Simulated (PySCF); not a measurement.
C4H5NO. Atoms are numbered in the order given.

```xyz
11

N      2.6055     0.3048     0.0000
C      1.5125    -0.0928     0.0000
C      0.1361    -0.5611     0.0000
C     -0.8559     0.0371    -1.0313
O     -1.8166     0.2999     0.0000
C     -0.8559     0.0371     1.0313
H      0.1225    -1.6609     0.0000
H     -1.2355    -0.6570    -1.7974
H     -0.4891     0.9602    -1.5136
H     -1.2355    -0.6570     1.7974
H     -0.4891     0.9602     1.5136
```

Coordinates come from a TPSSh-D3(BJ)/def2-SVP optimisation.

Level of theory: PySCF with PBE/pcSseg-1.

GIAO shieldings, no solvent; atoms listed in one row are averaged. δ = σ(ref) − σ: ¹⁵N against NH3 (σ = 267.0 ppm); ¹³C against TMS (σ = 182.0 ppm); ¹⁷O against H2O (σ = 334.3 ppm); ¹H against TMS (σ = 31.49 ppm), references at their B3LYP-D3(BJ)/def2-TZVP geometries, non-relativistic.

Computed chemical shifts:
```
nucleus    atoms  count  δ (ppm)
-------  -------  -----  -------
¹⁵N           N1      1    313.8
¹³C           C2      1    122.4
¹³C       C4, C6      2     81.3
¹³C           C3      1     28.2
¹⁷O           O5      1     30.3
¹H       H11, H9      2     5.27
¹H       H10, H8      2     5.00
¹H            H7      1     4.04
```
